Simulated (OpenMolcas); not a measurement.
**Tc4+ in a ligand field**

Tc4+ with 6 ligands (chloride) in octahedral coordination (Oh) at 2.47 Å. A charge of +0.333 e stands 2.4 Å behind each ligand. Ligand basis ANO-RCC-VDZP.
```
Tc    0.0000    0.0000    0.0000
Cl    2.4700    0.0000    0.0000
Cl    0.0000    2.4700    0.0000
Cl   -2.4700    0.0000    0.0000
Cl    0.0000   -2.4700    0.0000
Cl    0.0000    0.0000    2.4700
Cl    0.0000    0.0000   -2.4700
```

```
Program             : OpenMolcas 26.06
Method              : SS-CASPT2, IPEA 0.25 Eh, real shift 0.3 Eh (closed shells correlated: 4s 4p and the ligand valence shells)
Basis               : ANO-RCC-VDZP [6s5p3d1f]
Scalar Hamiltonian  : DKH2, point nucleus
Active space        : 3 electrons in 5 orbitals (4d)
State averaging     : 2S+1 = 4 even, 10 roots; 2S+1 = 2 even, 40 roots
Spin-orbit coupling : state interaction with AMFI integrals over the reference wave functions
```

The lowest spin-free states (labels of O, the rotations of Oh), above the lowest:

```tsv
State	Degeneracy	E (cm-1)
4A2	1	0
2E	2	9990
2T1	3	10310
2T2	3	16470
4T2	3	23950
4T1	3	28930
2A1	1	30000
2S+1 = 2	3	30910
2S+1 = 2	3	32220
2E	2	33190
2S+1 = 2	3	34620
2S+1 = 2	3	38460
2A2	1	39340
2E	2	48070
4T1	3	49960
2S+1 = 2	3	54190
2S+1 = 2	3	54660
2S+1 = 2	3	58050
2T2	3	66670
2E	2	80890
```

The lowest levels with spin-orbit coupling:

```
E (cm-1)  Degeneracy  Label      2S+1               g
       0           4     Γ8         4                
    9950           4     Γ8         2                
   10180           4     Γ8         2                
   10470           2                2  0.53 0.53 0.53
   16580           4     Γ8         2                
   16790           2                2  1.81 1.81 1.81
   23640           2                4  2.84 2.84 2.84
   23850           4     Γ8         4                
   24170           4     Γ8         4                
   24270           2                4  2.46 2.46 2.46
   28650           2         4 (79 %)  3.05 3.05 3.05
   29040           4     Γ8         4                
   29070           2                4  1.89 1.89 1.89
   29150           4     Γ8         4                
   30430           2         2 (80 %)  2.63 2.63 2.63
   30890           2                2  0.19 0.19 0.19
   31000           4     Γ8         2                
   31860           2                2  0.96 0.96 0.96
   32590           4     Γ8         2                
   33420           4     Γ8         2
```

Powder χT (cm3 K/mol): 1.76 at 2 K, 1.76 at 10 K, 1.76 at 50 K, 1.76 at 100 K, 1.76 at 200 K, 1.77 at 300 K. The effective moment at 300 K is 2.828 √(χT) = 3.76 μB.

The lowest level has 2S+1 = 4, for which the spin-only value is χT = S(S+1) / 2 = 1.875 cm3 K/mol (g = 2). The computed 1.768 at 300 K differs by -0.107, through orbital momentum, spin-orbit coupling and any other state in reach.

Roots that are degenerate in the reference are averaged as groups; the widest CASPT2 spread within a group is 890 cm-1 (the 3-fold group of multiplicity 2 near 54200 cm-1 above the lowest state of its run). Shifts and gaps below about the spread of the groups concerned are not significant. Over all roots computed the reference weight is 0.69 to 0.70; a low but even weight reflects the number of correlated electrons. The least metal-like active orbital is 69 % on the metal (Löwdin) and no ligand orbital is active, so the numbers are rough. Ligand-to-metal charge-transfer states are missing. With no ligand orbital active B as a rule stays too high, so bands that hang on it stand too high and its fall with covalency is understated. With one d shell and no ligand orbital active, 10Dq can be off by a tenth or more. The distance lies 2 % over the 2.41 Å that this model takes as the normal distance (a Shannon-type radius plus a fixed donor radius); by an R⁻⁵ law this alone changes a d-shell field by about -12 %. No measured value stands beside these numbers; the geometry is a model, was not optimised and need not be the one that this ion takes.
